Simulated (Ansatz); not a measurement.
Geometry optimisation, RKS PBE0/def2-SVP in Ansatz.

Input file:

```yaml
crystal:
  periodic: [false, false, false]
  atoms:
    - { symbol: C, position_ang: [-0.551, 1.6773, 0.0898] }
    - { symbol: Si, position_ang: [0.4588, 0.7271, 1.2482] }
    - { symbol: Zn, position_ang: [0.8753, -0.6001, 1.155] }
    - { symbol: C, position_ang: [0.4529, -1.7139, -0.4284] }
    - { symbol: "N", position_ang: [-0.4077, -1.5311, -1.6469] }
    - { symbol: H, position_ang: [-0.739, 2.7617, 0.4808] }
    - { symbol: H, position_ang: [-0.0759, 1.7814, -0.9083] }
    - { symbol: H, position_ang: [-1.5486, 1.2466, -0.0386] }
    - { symbol: H, position_ang: [1.777, 1.3976, 1.4347] }
    - { symbol: H, position_ang: [-0.1946, 0.6524, 2.5842] }
    - { symbol: H, position_ang: [1.41, -1.9961, -0.6776] }
    - { symbol: H, position_ang: [-0.0424, -2.5372, 0.1968] }
    - { symbol: H, position_ang: [0.04767, -0.77625, -2.30814] }
    - { symbol: H, position_ang: [-0.29438, -2.40788, -2.18035] }
basis:
  gaussian: { orbitals: def2-SVP }
hamiltonian:
  xc: pbe0
relax:
  f_tol: 0.015
  max_steps: 40
```

Run as:

```bash
$ ansatz run input.yaml --threads 2 --pin off --max-ram 3072MiB --backend cpu --events-out ev --progress --plain --runs-dir out
```

Where does it end, and by what steps?

It converged. After 19 steps the energy has fallen by 18.509 eV; H7 moved furthest, 1.22 Å. The start is strongly strained (largest force component 57 eV/Å).

```csv
step,energy less start (eV),largest force component (eV/Å),accepted
0,0.0000,56.703,yes
1,-11.8763,16.275,yes
2,-15.4233,4.282,yes
3,-16.9793,1.094,yes
4,-17.7844,0.677,yes
5,-18.2202,0.272,yes
6,-18.3510,0.390,yes
7,-18.3949,0.203,yes
8,-18.4341,0.254,yes
9,-18.4631,0.300,yes
10,-18.4801,0.341,yes
11,-18.4913,0.282,yes
12,-18.4996,0.271,yes
13,-18.5048,0.246,yes
14,-18.5038,0.214,no
15,-18.5075,0.096,yes
16,-18.5088,0.050,yes
17,-18.5090,0.045,yes
18,-18.5094,0.018,yes
19,-18.5095,0.008,yes
```

```xyz
14
Properties=species:S:1:pos:R:3
C -0.693 2.634 0.548
Si 0.337 1.298 1.419
Zn 0.504 -0.773 0.230
C 0.596 -2.492 -0.744
N -0.154 -2.421 -1.995
H -0.730 3.553 1.152
H -0.263 2.889 -0.433
H -1.726 2.291 0.384
H 1.707 1.863 1.680
H -0.256 1.067 2.782
H 1.638 -2.872 -0.839
H 0.088 -3.211 -0.073
H 0.315 -1.810 -2.661
H -0.195 -3.334 -2.450
```

Run time: 120 s on 2 threads of Arm Neoverse V1 (shared host), peak memory 0.41 GiB.
